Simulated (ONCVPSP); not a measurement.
# Potentials for silver compared

Generated with ld1.x 7.5 (TM, RRKJ, ultrasoft, PAW), atompaw 4.2 or ONCVPSP 4.0.1. The cutoff is in Ry: for ld1.x and atompaw files where the sum of valence levels is converged to 10 mRy in a Bessel basis, for ONCV files where the hardest occupied wave has 1 mHa per electron of residual kinetic energy. The error is the largest all-electron minus pseudo excitation energy over each file’s own four to seven test configurations (ionisations up to +4, promotions, holes and added fractions of an electron), all of which were solved. The labels leave out finer settings (local radius, basis sizes, second energies), which also bear on the numbers. Spin-polarised tests are not counted. The rows are a selection from randomly drawn settings: files with unsolved tests, undetermined cutoffs or missed reference levels are left out.

A true bound ghost makes a file unfit for plane-wave use even where its test errors are small: the radial tests pick states by their node count and pass the ghost by.

| potential | cutoff (Ry) | largest error (meV) | bound ghosts |
| --- | --- | --- | --- |
| ONCV, PBE, scalar-relativistic, rc 1.25/1.00/1.75 (spd), local smoothed, core correction yes, reference 4s2 4p6 4d10 5s1, qcut 10.5/7.1/9.7, projectors 2/1/3 | 257 | -3.5 | none |
| ONCV, LDA (Perdew-Wang 92), scalar-relativistic, rc 2.65/2.15/1.90/2.35 (spdf), local smoothed, core correction yes, reference 4d10 5s1, qcut 2.6/4.2/7.6/4.8, projectors 3/2/2/2 | 46 | -539 | none |
| ONCV, PBE, scalar-relativistic, rc 1.40/1.40/1.70 (spd), local smoothed, core correction yes, reference 4s2 4p6 4d8, qcut 6.9/9.2/7.5, projectors 2/2/1 | 50 | -96 | none |
| ONCV, PBEsol, fully relativistic, rc 2.10/2.10/1.20/1.60 (spdf), local smoothed, core correction yes, reference 4d10 5s1, qcut 2.4/3.4/7/6, projectors 2/3/2/2 | 170 | -254 | s, p3/2, p1/2 |

**Question.** Fill in the row for Ag: ONCV, PBE, fully relativistic, rc 1.65/1.20/1.45 (spd), local smoothed, core correction no, reference 4s2 4p6 4d10 5s0.75, qcut 5.8/13.3/12.3, projectors 3/2/2.

**Answer.** cutoff 107 Ry, largest error -185 meV, bound ghosts: s.
